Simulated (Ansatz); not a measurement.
The first iterations of a band of BClH₅OSbSi (10 atoms, charge 0, multiplicity 1).

The calculation used Ansatz 0.2.0, RHF/def2-SVP.

| Quantity | Value |
| --- | --- |
| movable images | 7 |
| climbing image | yes |
| spring | 5.0 eV/Å² |
| optimiser | quadratic models (default) |
| start path | through a guess of the saddle point |
| force threshold | 0.03 eV/Å |
| iteration limit | 60 |
| end points | relaxed |

Initial state:

```xyz
10
Properties=species:S:1:pos:R:3
Cl -3.167 0.612 1.252
Si -1.357 1.137 0.421
O -0.221 0.074 0.951
B 0.686 -0.874 0.669
Sb 1.230 -1.530 -1.458
H -1.485 1.061 -1.040
H -0.995 2.479 0.886
H 1.208 -1.452 1.584
H 1.289 0.033 -2.130
H 2.895 -1.592 -1.131
```

Final state:

```xyz
10
Properties=species:S:1:pos:R:3
Cl -3.273 0.437 1.379
Si -1.523 1.182 0.564
O -0.264 0.183 0.918
B 1.789 -1.695 0.607
Sb 1.409 -1.612 -1.703
H -1.647 1.207 -0.895
H -1.317 2.521 1.138
H -0.003 0.025 1.814
H 1.978 -0.010 -1.773
H 2.934 -2.290 -2.047
```

| iteration | highest image above the first end (eV) | largest band force component (eV/Å) |
| --- | --- | --- |
| 1 | 5.836 | 5.744 |
| 2 | 5.646 | 4.297 |
| 3 | 5.517 | 1.924 |
| 4 | 5.465 | 1.110 |
| 5 | 5.751 | 1.577 |
| 6 | 5.588 | 1.034 |
| 7 | 5.459 | 0.929 |
| 8 | 5.320 | 0.519 |
| 9 | 5.199 | 0.848 |
| 10 | 5.147 | 0.786 |

Does the band converge within its limit, and where does its top end?

It converged. It ended after 31 iterations with the highest image 5.513 eV above the first end. Neighbouring images differ by up to 2.4 eV, so the band resolves the path poorly. A vibrational analysis at the climbing image gives one clearly imaginary mode, 1712i cm⁻¹: a first-order saddle point. The orbitals stay closed-shell, which can raise the energy where a bond breaks towards radicals; this wasn't checked here.

The run took 4.8 min on 2 threads of Intel(R) Xeon(R) 6975P-C (Granite Rapids) (shared host), peak memory 0.3 GiB.
